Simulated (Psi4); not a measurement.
Relaxed torsion scan: SMILES [SiH3][CH2][GeH3] (CH₈GeSi), singlet. Scanned: dihedral H4–Si1–C2–Ge3; all other coordinates were relaxed at GFN2-xTB.

Geometry of the scan point at 30° (Å):
```
11

Si    -1.6250     0.3519     0.0547
C     -0.1017    -0.7465    -0.2546
Ge    -0.3000    -1.9398    -1.8005
H     -2.8482    -0.3216    -0.3894
H     -1.7097     0.6541     1.4863
H     -1.4717     1.5948    -0.7066
H      0.0898    -1.3651     0.6228
H      0.7824    -0.1249    -0.3939
H     -0.5348    -1.1855    -3.0709
H      0.9226    -2.7853    -2.0102
H     -1.4542    -2.8755    -1.6254
```

Computed with Psi4 with DF-MP2 (frozen core)/cc-pVTZ // GFN2-xTB.

Scanned values (°): 0, 10, 20, 30, 40, 50, 60, 70, 80, 90, 100, 110.

### Question
Locate the minima and the barriers on this grid.

### Answer
Lower than their neighbours: 60° (0.00 kJ/mol). Higher than their neighbours: 0° (5.50 kJ/mol, end of the scan), 110° (5.13 kJ/mol, end of the scan). The whole profile spans 5.50 kJ/mol.
